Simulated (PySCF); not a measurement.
## BF₃ + 3 HBr → BBr₃ + 3 HF

Level: PBE in the def2-TZVP basis family, all electrons, no relativity, computed in PySCF with density fitting; open shells unrestricted.

```csv
species,state and structure,E (Eh),ZPE (kJ/mol),H(298 K) − H(0) (kJ/mol),S° (J/(mol K))
BF₃,"singlet, D3h, B–F 1.325 Å (×3)",-324.38546,31.4,11.8,255.6
HBr,"singlet, C∞v, H–Br 1.433 Å",-2574.36782,15.4,8.7,198.6
BBr₃,"singlet, D3h, B–Br 1.910 Å (×3)",-7746.23232,15.2,15.8,325.2
HF,"singlet, C∞v, H–F 0.932 Å",-100.39132,23.8,8.7,173.9
```

What is the electronic reaction energy?

At PBE/def2-TZVP, ΔE = 217.0 kJ/mol from the differences of the total energies times 2625.5, uphill. 

Add zero-point, thermal and entropy terms for 298.15 K and 1 bar.

ΔZPE = 9.0 and Δ[H(298) − H(0)] = 4.0 kJ/mol give ΔH° = 230.0 kJ/mol. ΔS° = -4.5 J/(mol K), so ΔG° = 230.0 − 298.15 × (-0.0045) = 231 kJ/mol.

Each species is the lowest minimum found with this bonding; other isomers or fragments can lie lower.
